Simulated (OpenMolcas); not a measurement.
**5s² 5p² along the 50-electron sequence**

```yaml
Program: OpenMolcas
Method: CASSCF
Basis: ANO-RCC-VTZP
Scalar_Hamiltonian: DKH2, point nucleus
Spin-orbit_coupling: RASSI with atomic mean-field integrals over the reference wave functions, term energies averaged over their components
```

Active space for each ion: 4 electrons in 8 orbitals (5s 5p 6s 6p).

Computed levels in cm-1 above ³P₀:

| Level | Sb+ | Te2+ | I3+ | Xe4+ |
| --- | --- | --- | --- | --- |
| ³P₁ | 2525 | 4018 | 5910 | 7895 |
| ³P₂ | 5082 | 7577 | 10443 | 13325 |
| ¹D₂ | 14002 | 18285 | 23059 | 28141 |
| ¹S₀ | 22644 | 28780 | 35135 | 41865 |
| weight of ³P in the lowest level (%) | 96 | 94 | 92 | 91 |

Measured, with the error of the calculation in %. Measured levels: Sb+ from NIST Handbook of Basic Atomic Spectroscopic Data; Te2+ from the list in Zhang, Palmeri, Quinet and Biemont, Astron. Astrophys. 551, A136 (2013); Xe4+ from Saloman, J. Phys. Chem. Ref. Data 33, 765 (2004).

```tsv
Level	Sb+	Te2+	Xe4+
³P₁	3055 (-17.3)	4757 (-15.5)	9292 (-15.0)
³P₂	5658 (-10.2)	8167 (-7.2)	14127 (-5.7)
¹D₂	12790 (+9.5)	17360 (+5.3)	28411 (-1.0)
¹S₀	23906 (-5.3)	30398 (-5.3)	44470 (-5.9)
```

The fine-structure level ³P₂ changes by a factor of 2.62 from Sb+ to Xe4+. Its fourth root runs 8.44, 9.33, 10.11, 10.74, with steps per unit of Z of 0.89, 0.78, 0.64; equal steps would mean a (Z - σ)^4 law with constant σ.

¹D₂ changes by a factor of 2.01 over the same range, with steps per unit of Z of +4280, +4770, +5080 cm-1.

The run also gave levels led by 5s² 5p 6s, which use shells meant for correlation; these and all levels above them are left out (holds for Sb+). Active for correlation alone: 6p 6s; no level in the range computed is led by a configuration that fills them, so any true level of that kind is missing (holds for Te2+; I3+; Xe4+). Measured partners are found by configuration, term and J. A level has none where our copy of the source lacks it or the pairing is in doubt (some pairs that miss far off the trend of their configuration count as doubtful), and it then counts in no deviation. Only configurations of the active space appear.
